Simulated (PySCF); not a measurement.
**NdCl3(NH3) at several levels of theory**

Computed with PySCF 2.14.0 (density fitting, no spin-orbit coupling) at the geometry relaxed with TPSS:

```xyz
8
NdCl3(NH3) (singlet in the valence; each metal's 4f electrons, 3 of them, lie in its core potential, out of spins and levels)
Nd    0.0453   -0.0453    0.0453
Cl    1.1837    1.9629    1.1837
Cl   -1.9629   -1.1837    1.1837
Cl    1.1837   -1.1837   -1.9629
N    -1.4313    1.4313   -1.4313
H    -2.0464    2.0464   -0.8813
H    -0.8813    2.0464   -2.0464
H    -2.0464    0.8813   -2.0464
```

```json
{"level": "TPSS", "basis": "Nd lcecp-1-SVP with ECP49, Cl def2-SVP, N def2-SVP, H def2-SVP", "state": "singlet", "HOMO (eV)": "-7.09", "gap (eV)": "5.41", "charge on Nd1 (e)": "0.81", "population of f-type functions on Nd1 (polarisation alone where 4f lies in the core)": "0.05", "dipole about the centre of mass (D)": "4.95", "largest force component (eV/Å)": "0.00"}
{"level": "BP86", "basis": "the same", "state": "singlet", "HOMO (eV)": "-7.01", "gap (eV)": "5.12", "charge on Nd1 (e)": "0.67", "population of f-type functions on Nd1 (polarisation alone where 4f lies in the core)": "0.05", "dipole about the centre of mass (D)": "4.97", "largest force component (eV/Å)": "0.08"}
{"level": "wB97X", "basis": "the same", "state": "singlet", "HOMO (eV)": "-10.71", "gap (eV)": "11.21", "charge on Nd1 (e)": "0.87", "population of f-type functions on Nd1 (polarisation alone where 4f lies in the core)": "0.06", "dipole about the centre of mass (D)": "4.97", "largest force component (eV/Å)": "0.17"}
{"level": "M06-L", "basis": "the same", "state": "singlet", "HOMO (eV)": "-7.24", "gap (eV)": "5.70", "charge on Nd1 (e)": "1.10", "population of f-type functions on Nd1 (polarisation alone where 4f lies in the core)": "0.05", "dipole about the centre of mass (D)": "4.83", "largest force component (eV/Å)": "0.22"}
{"level": "TPSS", "basis": "Nd lcecp-1-TZVP with ECP49, Cl def2-TZVP, N def2-TZVP, H def2-TZVP", "state": "singlet", "HOMO (eV)": "-7.23", "gap (eV)": "5.44", "charge on Nd1 (e)": "1.41", "population of f-type functions on Nd1 (polarisation alone where 4f lies in the core)": "0.07", "dipole about the centre of mass (D)": "4.86", "largest force component (eV/Å)": "0.23"}
```

In the lcecp rows the 4f levels are missing from HOMO and gap, and the state counts the valence alone.

Charges are Mulliken's, which hang on the basis. The relaxation used the grid (50, 194), these runs (75, 302) or, all-electron (x2c bases, spin-free X2C Hamiltonian), (99, 590).

(1) What does B3LYP with Nd lcecp-1-SVP with ECP49, Cl def2-SVP, N def2-SVP, H def2-SVP give here?

No frequency check is given that shows the relaxed geometry to be a minimum. An lcecp potential fixes the number of 4f electrons, so in runs with it no electron can move into or out of that shell.

## Answers

(1) state singlet, HOMO (eV) -7.97, gap (eV) 6.50, charge on Nd1 (e) 0.77, population of f-type functions on Nd1 (polarisation alone where 4f lies in the core) 0.05, dipole about the centre of mass (D) 4.95, largest force component (eV/Å) 0.16. Time: 26 s on 2 threads of Intel(R) Xeon(R) Platinum 8488C (Sapphire Rapids), on a shared host, from an already converged density.
